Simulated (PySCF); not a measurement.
# How methods differ on the interval between two levels of Lu

Lu [Xe] 4f14 5d1 6s2 [2D5/2, M_J = 5/2] → Lu [Xe] 4f14 5d2 6s1 [4F9/2, M_J = 9/2], as a difference of total energies. All numbers are calculated (PySCF 2.14, the two-component X2C-1e Hamiltonian, in x2c-TZVPall-2c (11s11p10d2f1g, 117 functions)). Correlated levels: [Ar] 3d10 frozen; the 18 highest virtual spinors dropped. "Screened" scales the spin-orbit matrix elements by Boettger's factors to mimic the two-electron term; Breit and QED terms are absent.

| method | interval between two levels (cm⁻¹) | error (cm⁻¹) |
| --- | --- | --- |
| GHF (screened spin-orbit) | 13776 | -5473 |
| GMP2 (screened spin-orbit) | 18610 | -639 |

Reference: 19248 cm⁻¹ (measured; NIST Handbook of Basic Atomic Spectroscopic Data (Sansonetti and Martin, J. Phys. Chem. Ref. Data 34, 1559 (2005))).

Errors of the correlated levels include the incompleteness of this basis and the frozen core.

The labels give the starting determinants; with spin-orbit coupling the two ends relaxed to ⟨J²⟩ = 9.00, ⟨L²⟩ = 6.31, ⟨S²⟩ = 0.92 and ⟨J²⟩ = 24.76, ⟨L²⟩ = 12.13, ⟨S²⟩ = 3.87.
